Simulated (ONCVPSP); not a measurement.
**Potentials for P compared**

Generated with ld1.x 7.5 (TM, RRKJ, ultrasoft, PAW), atompaw 4.2 or ONCVPSP 4.0.1. The cutoff is in Ry: for ld1.x and atompaw files where the sum of valence levels is converged to 10 mRy in a Bessel basis, for ONCV files where the hardest occupied wave has 1 mHa per electron of residual kinetic energy. The error is the largest all-electron minus pseudo excitation energy over each file’s own four to seven test configurations (ionisations up to +4, promotions, holes and added fractions of an electron), all of which were solved. The labels leave out finer settings (local radius, basis sizes, second energies), which also bear on the numbers. Spin-polarised tests are not counted. The rows are a selection from randomly drawn settings: files with unsolved tests, undetermined cutoffs or missed reference levels are left out.

A true bound ghost makes a file unfit for plane-wave use even where its test errors are small: the radial tests pick states by their node count and pass the ghost by.

```tsv
potential	cutoff (Ry)	largest error (meV)	bound ghosts
ONCV, PBE, scalar-relativistic, rc 1.65/1.65/1.90 (spd), local s, core correction yes, reference 3s2 3p3, qcut 3.7/4.8/5.3, projectors 0/2/2	42	+63	none
ONCV, PBE, scalar-relativistic, rc 1.60/1.95 (sp), local smoothed, core correction yes, reference 3s2 3p3, qcut 3.9/4.3, projectors 2/2	34	+27	none
ONCV, PBE, scalar-relativistic, rc 1.75/1.80/1.90 (spd), local smoothed, core correction yes, reference 3s2 3p3, qcut 3.1/5.4/5.7, projectors 3/2/2	89	+80	none
ONCV, PBE, scalar-relativistic, rc 1.30/1.75/1.40 (spd), local smoothed, core correction yes, reference 3s1 3p4, qcut 4.1/4.6/6.6, projectors 3/1/1	29	+1.4	s
ONCV, PBEsol, scalar-relativistic, rc 1.65/2.05/2.05 (spd), local smoothed, core correction yes, reference 3s2 3p3, qcut 3.8/4.5/3.9, projectors 2/2/2	26	+69	none
ONCV, PBE, scalar-relativistic, rc 1.25/1.45 (sp), local smoothed, core correction yes, reference 3s2 3p1, qcut 4.7/6.6, projectors 2/2	244	+3.7	s
ONCV, PBE, scalar-relativistic, rc 1.55/1.30/1.65 (spd), local smoothed, core correction yes, reference 3s2 3p3, qcut 3.5/5.7/6.2, projectors 2/1/2	70	+44	none
ONCV, PBE, scalar-relativistic, rc 1.42/1.42/1.58 (spd), local p, core correction yes, reference 3s1 3p4, qcut 5.3/5.9/7.7, projectors 2/0/1	21	+149	none
```

(1) Fill in the row for P: ONCV, LDA (Perdew-Wang 92), scalar-relativistic, rc 1.25/1.60/1.25 (spd), local s, core correction yes, reference 3s2 3p2.5, qcut 6.5/5.3/8.1, projectors 0/2/1.

Results:

(1) cutoff 133 Ry, largest error +45 meV, bound ghosts: none.
